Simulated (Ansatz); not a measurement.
Geometry optimisation, Ansatz, RKS PBE-D4/def2-SVPD.

Input file:

```yaml
crystal:
  periodic: [false, false, false]
  atoms:
    - { symbol: Ga, position_ang: [0.11679, 0.0, 0.282904] }
    - { symbol: H, position_ang: [0.50071, 0.0, 1.787658] }
    - { symbol: Cl, position_ang: [2.298989, 0.0, -0.105272] }
    - { symbol: H, position_ang: [-0.958789, 0.0, -0.83509] }
basis:
  gaussian: { orbitals: def2-SVPD }
hamiltonian:
  xc: pbe
  dispersion: d4
relax:
  f_tol: 0.03
  max_steps: 50
output:
  orbitals: {}
```

Run as:

```bash
$ ansatz run input.yaml --threads 2 --pin off --max-ram 3072MiB --backend cpu --events-out ev --progress --plain --runs-dir out
```

**Question.** Where does it end, and by what steps?

**Answer.** It converged. After 4 steps the energy has fallen by 0.371 eV; H2 moved furthest, 0.36 Å.

| step | energy less start (eV) | largest force component (eV/Å) | accepted |
| --- | --- | --- | --- |
| 0 | 0.0000 | 0.959 | yes |
| 1 | -0.2785 | 0.741 | yes |
| 2 | -0.3618 | 0.360 | yes |
| 3 | -0.3589 | 0.576 | no |
| 4 | -0.3713 | 0.011 | yes |

```xyz
4
Properties=species:S:1:pos:R:3
Ga 0.278 0.000 0.360
H 0.167 0.000 1.920
Cl 2.331 0.000 -0.395
H -0.818 0.000 -0.755
```

Time of the run: 10 s on 2 threads of Intel(R) Xeon(R) Platinum 8259CL CPU @ 2.50GHz (Skylake/Cascade Lake) (shared host), peak memory 0.16 GiB.
